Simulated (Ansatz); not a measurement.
Vertical singlet–triplet gap (eV) of eight silicon and germanium compounds: PBE beside PBE0, computed with Ansatz (a quantum-chemistry and plane-wave program) for isolated molecules in the bases named; differences from unrounded values. The eight are the first of their class met in an unordered collection, after screening for sound electronic states; none was chosen by its value. Functionals give these values as differences of separate SCF runs (ΔSCF), EOM-CCSD as a root; each molecule has one DFT geometry for both levels.

```csv
molecule,basis,PBE0
"CH5F2NSi, SMILES N[SiH2]C(F)F",def2-SVPD,5.94
"C3H4F2Si, SMILES C#CC([SiH3])(F)F",def2-SVPD,5.08
"C₂H₆OSi₂, SMILES C1=C[SiH2][Si@@H]1O",def2-SVPD,4.10
"C2H3Cl2FSi, SMILES Cl[SiH2]/C(=C\Cl)F",def2-TZVPD,3.53
"C₂H₄F₂Si, SMILES F/C=C(/F)[SiH3]",def2-SVPD,3.92
"Si(H)(Me)(NH2)2 (CH8N2Si), SMILES [SiH](N)(N)C",def2-SVPD,5.83
"Ge(H)(F)(NH2)2 (FGeH5N2), SMILES [NH2][GeH]([NH2])[F]",def2-SVPD,6.25
"C₂H₁₃NSi₃, SMILES C[SiH](C)N[SiH2][SiH3]",def2-SVPD,5.25
```

Q: Estimate the PBE values and say how PBE differs from PBE0 over the set. (Estimate from the structure and the level; the computed values follow.)

A: 
```
molecule                                                PBE  difference
-----------------------------------------------------  ----  ----------
CH5F2NSi, SMILES N[SiH2]C(F)F                          5.49       -0.45
C3H4F2Si, SMILES C#CC([SiH3])(F)F                      5.05       -0.03
C₂H₆OSi₂, SMILES C1=C[SiH2][Si@@H]1O                   4.21        0.11
C2H3Cl2FSi, SMILES Cl[SiH2]/C(=C\Cl)F                  3.56        0.03
C₂H₄F₂Si, SMILES F/C=C(/F)[SiH3]                       4.01        0.09
Si(H)(Me)(NH2)2 (CH8N2Si), SMILES [SiH](N)(N)C         5.38       -0.45
Ge(H)(F)(NH2)2 (FGeH5N2), SMILES [NH2][GeH]([NH2])[F]  5.89       -0.36
C₂H₁₃NSi₃, SMILES C[SiH](C)N[SiH2][SiH3]               4.84       -0.41
```
PBE lies below PBE0 in 5 and above it in 3 of the eight; the mean signed difference is -0.18 and the largest -0.45 eV.
